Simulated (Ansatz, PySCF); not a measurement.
C4H8OSi, SMILES C[SiH]1CC(=O)C1. Atoms are numbered in the order given.

```xyz
14

C      2.5609     0.2852     0.0000
Si     0.8433    -0.4576     0.0000
C     -0.4652     0.2535     1.1999
C     -1.4156     0.1785     0.0000
O     -2.5842    -0.1227     0.0000
C     -0.4652     0.2535    -1.1999
H      2.5142     1.3857     0.0000
H      3.1282    -0.0327    -0.8896
H      3.1282    -0.0327     0.8896
H      0.8768    -1.9487     0.0000
H     -0.8395    -0.2112     2.1225
H     -0.1951     1.3071     1.4020
H     -0.1951     1.3071    -1.4020
H     -0.8395    -0.2112    -2.1225
```

Geometry: r2SCAN-D4/def2-SVP. This is a generated structure with no PubChem entry under its InChIKey; it may be hypothetical.

Vertical ionisation energy (IE) and electron affinity (EA) in eV. Rows of orbital energies are one-electron estimates. Where ΔSCF, EOM or ADC give a negative EA the extra electron is unbound and the value depends on the basis.

```tsv
level	IE	EA
−ε(HOMO), −ε(LUMO), PBE0/def2-TZVP (PySCF)	6.95	0.55
−ε(HOMO), −ε(LUMO), PBE/def2-TZVP (PySCF)	5.47	1.63
ΔSCF, CAM-B3LYP/def2-SVPD (Ansatz), final states of multiplicity 2 and 2	[?]	[?]
ΔSCF, PBE/def2-SVPD (Ansatz), final states of multiplicity 2 and 2	8.87	-0.89
```

### Question
Some entries are withheld; supply them. (Estimate from the structure and the level; the computed values follow.)

### Answer

- ΔSCF, CAM-B3LYP/def2-SVPD (Ansatz, a program for electronic structure), final states of multiplicity 2 and 2, IE: 9.22
- ΔSCF, CAM-B3LYP/def2-SVPD (Ansatz), final states of multiplicity 2 and 2, EA: -1.21

### Question
What vertical singlet–triplet gap does ΔSCF give with CAM-B3LYP/def2-SVPD (Ansatz) and with PBE/def2-SVPD (Ansatz)? (An estimate is asked for; the answer gives what the named calculation found.)

### Answer
3.80 and 3.69 eV (triplet above singlet where positive).
